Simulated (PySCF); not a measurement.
# Molecular orbitals of Te₂

PBE0 at R = 2.552 Å; Te cc-pVTZ-PP with ECP28; scalar-relativistic core potentials (PySCF 2.14). State: ³Σg⁻ (triplet), unpaired electrons π ↑↑. Only the outer orbitals are listed.

```tsv
spin	orbital	occ.	ε (eV)	main shells (%)
α	σg	1	-19.16	94 s
α	σu	1	-16.07	95 s
α	σg	1	-9.15	93 p
α	πu	1	-8.49	98 p
α	πu	1	-8.49	98 p
α	πg	1	-6.37	98 p
α	πg	1	-6.37	98 p
α	σu	0	-1.62	103 p
α	σg	0	2.26	83 s, 13 d
α	πu	0	4.15	94 d
β	σg	1	-18.44	91 s
β	σu	1	-14.88	96 s
β	σg	1	-8.76	90 p, 8 s
β	πu	1	-7.32	96 p
β	πu	1	-7.32	96 p
β	πg	0	-3.68	99 p
β	πg	0	-3.68	99 p
β	σu	0	-1.22	104 p
```

Task: Which are the highest filled and the lowest empty level, where do they sit, and how wide is the gap?

Result: Highest filled α πg at -6.37 eV (in %: 98 p); lowest empty β πg at -3.68 eV (in %: 99 p); the gap at PBE0 is 2.69 eV. Both belong to one degenerate shell, split only by its one-sided filling, so this is no excitation gap.

```
bond order (Mayer)             : 2.05
⟨S²⟩                           : 2.010
polarisability along the bond  : 124.0 bohr³
polarisability across the bond : 51.8 bohr³
```

Shares are Mulliken populations and can fall outside 0 to 100 %.

Spin–orbit coupling is left out. The state is the lowest determinant that a PBE0 search found; another state may lie lower at other levels.
